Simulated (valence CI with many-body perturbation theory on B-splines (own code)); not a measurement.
## Sn XVIII: calculated level list

Method: relativistic CI+MBPT: five valence electrons over a frozen Dirac-Fock core [Ar] 3d10, radial functions for each j: 9 s, 9 p, 8 d, 6 f, 3 g, 1 h, with the one-electron correlation potential Σ1, the two-electron term Σ2, the three-electron term Σ3, Breit, model QED; selected CI, second order for the rest (own B-spline code, finite nucleus).

No measured levels were compared; by estimate levels hold to about 250 cm⁻¹ or 0.2 % of their energy and the worst to 1 %, as in measured heavy ions of charge 2 to 7; those with d or f electrons hold less well. Among the levels kept, up to 300 cm⁻¹ of a level comes from second order outside the variational space, and about a tenth of that is noise between levels of different J, which matters for small intervals.

Levels 1 to 45 of 48, with energies above the lowest level, 4s2 4p3 4S°_3/2. "Leading %" is the weight of the configuration and term that name the level; weights of strongly mixed levels are sums over their largest components and can fall short. In the jj column 3d3/2^4 stands for four electrons in 3d with j = 3/2. Lifetimes count E1, E2, E3, M1 and M2 decay at the calculated energies, and are blank where another channel may lead or the interval is too uncertain; long ones can be off by a factor of two.

```tsv
No.	Configuration	Term	J	E (eV)	Leading %	Leading jj	Lifetime
1	4s2 4p3	4S°	3/2	0.00	50	4s^2 4p1/2^2 4p3/2 (89 %)	
2	4s2 4p3	2D°	3/2	8.16	55	4s^2 4p1/2 4p3/2^2 (90 %)	165 μs
3	4s2 4p3	2D°	5/2	10.69	98	4s^2 4p1/2 4p3/2^2 (98 %)	809 μs
4	4s2 4p3	2P°	1/2	14.26	98	4s^2 4p1/2 4p3/2^2 (98 %)	111 μs
5	4s2 4p3	2P°	3/2	22.22	60	4s^2 4p3/2^3 (95 %)	42.6 μs
6	4s 4p4	4P	5/2	49.49	82	4s 4p1/2^2 4p3/2^2 (86 %)	155 ps
7	4s 4p4	4P	3/2	54.99	69	4s 4p1/2^2 4p3/2^2 (48 %)	72.3 ps
8	4s 4p4	4P	1/2	55.66	69	4s 4p1/2^2 4p3/2^2 (65 %)	74.5 ps
9	4s 4p4	2D	3/2	61.59	53	4s 4p1/2 4p3/2^3 (61 %)	54.4 ps
10	4s 4p4	2D	5/2	64.21	75	4s 4p1/2 4p3/2^3 (81 %)	74.7 ps
11	4s 4p4	2P	1/2	69.07	35	4s 4p1/2 4p3/2^3 (50 %)	22.1 ps
12	4s 4p4	2P	3/2	70.09	42	4s 4p1/2 4p3/2^3 (56 %)	29.6 ps
13	4s2 4p2 4d	4F	3/2	72.35	60	4s^2 4p1/2^2 4d3/2 (62 %)	38.6 ps
14	4s2 4p2 4d	4F	5/2	74.86	45	4s^2 4p1/2^2 4d5/2 (69 %)	64.0 ps
15	4s2 4p2 4d	4D	1/2	78.55	38	4s^2 4p1/2 4p3/2 4d3/2 (49 %)	72.7 ps
16	4s2 4p2 4d	2F	5/2	78.88	60	4s^2 4p1/2 4p3/2 4d3/2 (88 %)	465 ps
17	4s2 4p2 4d	4F	7/2	80.19	78	4s^2 4p1/2 4p3/2 4d5/2 (60 %)	1.77 ns
18	4s2 4p2 4d	4D	3/2	80.63	56	4s^2 4p1/2 4p3/2 4d3/2 (73 %)	27.5 ps
19	4s2 4p2 4d	2F	7/2	80.94	47	4s^2 4p1/2 4p3/2 4d5/2 (55 %)	5.60 ns
20	4s2 4p2 4d	4D	1/2	81.16	52	4s^2 4p1/2 4p3/2 4d3/2 (41 %)	24.8 ps
21	4s2 4p2 4d	4F	9/2	82.93	65	4s^2 4p1/2 4p3/2 4d5/2 (88 %)	
22	4s2 4p2 4d	4D	5/2	83.90	41	4s^2 4p1/2 4p3/2 4d5/2 (72 %)	30.6 ps
23	4s2 4p2 4d	2P	3/2	85.47	50	4s^2 4p1/2 4p3/2 4d5/2 (64 %)	7.84 ps
24	4s2 4p2 4d	2G	7/2	87.87	59	4s^2 4p1/2 4p3/2 4d5/2 (43 %)	49.0 ps
25	4s2 4p2 4d	4P	5/2	88.74	58	4s^2 4p1/2 4p3/2 4d5/2 (44 %)	4.02 ps
26	4s2 4p2 4d	4P	3/2	89.48	48	4s^2 4p1/2 4p3/2 4d3/2 (54 %)	4.33 ps
27	4s2 4p2 4d	4P	1/2	89.70	46	4s^2 4p1/2 4p3/2 4d3/2 (74 %)	4.28 ps
28	4s2 4p2 4d	2F	7/2	91.81	49	4s^2 4p3/2^2 4d5/2 (92 %)	291 ps
29	4s2 4p2 4d	2D	3/2	91.84	72	4s^2 4p1/2 4p3/2 4d5/2 (52 %)	12.7 ps
30	4s2 4p2 4d	2G	9/2	93.21	64	4s^2 4p3/2^2 4d5/2 (87 %)	94.9 μs
31	4s2 4p2 4d	2P	1/2	93.69	54	4s^2 4p3/2^2 4d3/2 (31 %)	4.64 ps
32	4s2 4p2 4d	2D	5/2	93.95	67	4s^2 4p1/2 4p3/2 4d5/2 (42 %)	3.84 ps
33	4s2 4p2 4d	2P	1/2	96.48	73	4s^2 4p1/2 4p3/2 4d5/2 (55 %)	6.28 ps
34	4s2 4p2 4d	2D	3/2	97.30	55	4s^2 4p3/2^2 4d3/2 (73 %)	3.92 ps
35	4s2 4p2 4d	2D	5/2	98.21	37	4s^2 4p3/2^2 4d3/2 (48 %)	3.44 ps
36	4s2 4p2 4d	2D	5/2	100.19	86	4s^2 4p3/2^2 4d5/2 (88 %)	66.6 ps
37	4s2 4p2 4d	2F	7/2	101.52	88	4s^2 4p3/2^2 4d3/2 (62 %)	2.93 ps
38	4s2 4p2 4d	2S	1/2	102.52	50	4s^2 4p3/2^2 4d5/2 (40 %)	4.60 ps
39	4s2 4p2 4d	2P	3/2	102.55	61	4s^2 4p3/2^2 4d5/2 (46 %)	4.65 ps
40	4s2 4p2 4d	2D	3/2	106.36	82	4s^2 4p3/2^2 4d5/2 (43 %)	3.76 ps
41	4s2 4p2 4d	2D	5/2	107.62	56	4s^2 4p3/2^2 4d5/2 (74 %)	3.27 ps
42	4p5	2P°	3/2	111.49	73	4p1/2^2 4p3/2^3 (73 %)	30.6 ps
43	4s 4p3 4d	6D°	1/2	116.34	84	4s 4p1/2^2 4p3/2 4d3/2 (56 %)	489 ps
44	4s 4p3 4d	6D°	3/2	116.57	83	4s 4p1/2^2 4p3/2 4d3/2 (51 %)	254 ps
45	4s 4p3 4d	6D°	5/2	116.62	76	4s 4p1/2^2 4p3/2 4d3/2 (53 %)	348 ps
```

Names give the largest LS component (configuration and term), which can be under half, so a name can repeat, a term be missing and a line seem to break the LS rules; names also repeat where a configuration has a term twice.

The ionisation energy to 4s2 4p2 3P_0 of the next ion comes out as 467.99 eV (NIST: 466 ± 3 eV (theoretical)). All 48 levels together are meant to be complete up to 121.60 eV.
